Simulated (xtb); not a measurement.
CTe₂, SMILES [Te]=C=[Te]. All values are semi-empirical tight-binding results from xtb (GFN2-xTB unless named), good for trends rather than for accurate numbers. Coordinates come from a GFN2-xTB optimisation.

* **point group as xtb finds it**: D∞h
* **orbital gap**: 2.30 eV
* **zero-point energy**: 2.7 kcal/mol
* **G − E(el) at 298.15 K (modified RRHO)**: -14.3 kcal/mol
* **static polarisability (D4 model)**: 86.2 bohr³
* **solvation energy, GFN2-xTB/ALPB(water)**: -2.7 kcal/mol
* **solvation energy, GFN2-xTB/ALPB(acetonitrile)**: -5.0 kcal/mol
